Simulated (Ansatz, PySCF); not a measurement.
C₂H₅FOSi₂, SMILES C1C([Si@H]([SiH2]1)F)=O. Atoms are numbered in the order given.

```xyz
11

O     -1.7581     1.6774    -0.2577
C     -0.9037     0.8335    -0.3421
C      0.1187     0.6881    -1.4858
Si     1.6257     0.0204    -0.4794
Si    -0.1618    -0.4276     0.9911
F     -0.7769    -1.9368     0.8447
H     -0.2173    -0.1563    -2.1197
H      0.1963     1.5876    -2.1155
H      2.5497     1.1006    -0.0341
H      2.3680    -1.0836    -1.1434
H     -0.2527    -0.0476     2.4273
```
Charge 0, spin multiplicity 1.

Coordinates come from a B3LYP-D3(BJ)/def2-SVP optimisation. The structure was generated by enumeration; whether it is a known compound was not checked.

Two levels are set side by side: PBE-D3(BJ)/def2-SVP (Ansatz, a first-principles code) and B3LYP-D3(BJ)/def2-SVP (Ansatz). Each level has its own optimised geometry; the coordinates shown are those of the second. Frequencies come from the Hessian of PySCF at each geometry. Differences are taken from unrounded values.

| quantity | B3LYP-D3(BJ) | PBE-D3(BJ) | PBE-D3(BJ) minus B3LYP-D3(BJ) |
|---|---|---|---|
| mean bond length (Å) | 1.575 | 1.584 | 0.009 |
| bond O1–C2 (Å) | 1.204 | 1.213 | 0.009 |
| bond C2–C3 (Å) | 1.541 | 1.537 | -0.004 |
| bond C2–Si5 (Å) | 1.979 | 1.995 | 0.016 |
| bond C3–Si4 (Å) | 1.931 | 1.938 | 0.007 |
| bond Si4–Si5 (Å) | 2.358 | 2.362 | 0.004 |
| bond Si5–F6 (Å) | 1.636 | 1.649 | 0.013 |
| bond C3–H7 (Å) | 1.108 | 1.116 | 0.008 |
| bond C3–H8 (Å) | 1.101 | 1.109 | 0.008 |
| bond Si4–H9 (Å) | 1.490 | 1.503 | 0.013 |
| bond Si4–H10 (Å) | 1.487 | 1.500 | 0.014 |
| bond Si5–H11 (Å) | 1.488 | 1.504 | 0.015 |
| highest harmonic wavenumber (cm⁻¹) | 3119 | 3063 | -55 |
| mean harmonic wavenumber (cm⁻¹) | 1042 | 1008 | -34 |
| zero-point energy (kcal/mol) | 40.21 | 38.91 | -1.30 |

GGA bonds tend to be longer and softer than those of functionals with exact exchange. Differences between two approximate levels are no errors against the true value.
